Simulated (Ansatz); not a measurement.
Z-matrix (Å, degrees):
```
Si
C 1 1.816
Br 1 2.223 2 108.4
H 1 1.479 2 109.6 3 118.5
H 1 1.479 2 110.6 3 -117.4
N 2 1.555 1 138.6 3 70.8
C 2 1.281 1 160.5 3 -119.8
H 6 1.024 2 107.6 1 -84.7
H 7 1.077 2 152.9 1 2.2
```

The species carries charge 0 and has multiplicity 1.

(1) List the CAM-B3LYP/def2-TZVPP orbital energies in eV (Ansatz 0.2.0). (Best estimate.)

Results:

(1) The calculation gave: Occupied: -13140.93, -1802.35, -1702.43, -1534.18, -1534.12, -1534.12, -391.96, -280.59, -279.85, -238.51, -179.42, -179.24, -179.23, -146.83, -102.21, -102.14, -102.11, -73.76, -73.71, -73.70, -73.55, -73.55, -28.69, -23.56, -20.59, -18.58, -17.11, -14.74, -13.53, -12.33, -12.09, -11.33, -10.66, -9.94, -9.83, -7.80. Lowest empty: -0.28, 1.32, 1.80, 1.85, 2.46, 2.71, 2.87, 4.07.
